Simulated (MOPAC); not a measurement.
Parents of the type formyl-X, proton added and the species left after one step. Gas-phase values, no solvent. One relaxed conformer stands for each flexible species; it need not be the lowest. The site is fixed along the series; a substituent can offer a better one. Strings in code marks are SMILES.

Quantity: vertical ionisation energy (energy after one electron is removed minus that of the parent at the parent's geometry), in eV.

Case: `[H]/[O+]=C\[SeH]` (O–C–Se–H torsion 0°). Geometry of `[H]/[O+]=C\[SeH]` (charge +1, multiplicity 1, Å):

```xyz
6

O     -1.0916     0.5935    -0.0978
C     -0.4197    -0.4819     0.0840
Se     1.3748    -0.7796     0.1287
H     -0.5687     1.4073    -0.2387
H     -1.0497    -1.3573     0.2364
H      1.7545     0.6279    -0.1141
```

Q: Give the vertical ionisation energy (energy after one electron is removed minus that of the parent at the parent's geometry) at the level minus the HOMO energy of AM1 // TPSSh-D3(BJ)/def2-TZVP (MOPAC).

A: 13.53 eV.
